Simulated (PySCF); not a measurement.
disulfane (H$_{2}$S$_{2}$), singlet, at a GFN2-xTB geometry. Base run: TPSS/cc-pVDZ in PySCF.

The PySCF input:
```python
from pyscf import gto, scf, dft

mol = gto.Mole()
mol.atom = '''
    S    -0.89880885    0.02604772    0.48959929
    S     0.89707958    0.07839641   -0.48718121
    H    -1.52188329   -0.85435140   -0.30564322
    H     1.54955162   -0.81675470    0.26695388
'''
mol.basis = 'cc-pvdz'
mol.verbose = 4
mol.build()

mf = dft.RKS(mol)
mf.xc = 'tpss'
mf.kernel()
mf.analyze()
```

Each row names what was changed in the base input (with any setting that the change needs).

```tsv
change	E (Eh)	HOMO (eV)	HOMO-LUMO gap (eV)	dipole (D)
base	-797.62817	-6.18	4.65	1.31
functional = tpssh	-797.61674	-6.69	5.55	1.33
functional = m06l	(withheld)	(withheld)	4.85	1.39
functional = hf	-796.22317	-10.26	13.54	1.40
functional = wb97x	-797.57510	-9.75	11.32	1.40
functional = o3lyp	-797.57463	-6.57	5.48	1.30
functional = pw91,pw91	(withheld)	(withheld)	4.37	1.30
functional = pbe	(withheld)	(withheld)	4.37	1.31
functional = bp86	-797.66640	-6.13	4.37	1.31
functional = r2scan	(withheld)	(withheld)	4.85	1.39
functional = b3lyp5	-797.48641	-6.93	6.19	1.29
functional = pbe0	-797.30359	-7.33	6.67	1.37
functional = camb3lyp	-797.59696	-8.61	9.22	1.33
```

Task: Fill in the missing entries.

Result: 
- functional = m06l, E (Eh): -797.58258
- functional = m06l, HOMO (eV): -6.39
- functional = pw91,pw91, E (Eh): -797.55870
- functional = pw91,pw91, HOMO (eV): -6.06
- functional = pbe, E (Eh): -797.23575
- functional = pbe, HOMO (eV): -6.02
- functional = r2scan, E (Eh): -797.52570
- functional = r2scan, HOMO (eV): -6.36

Total energies compare only within one method and basis.
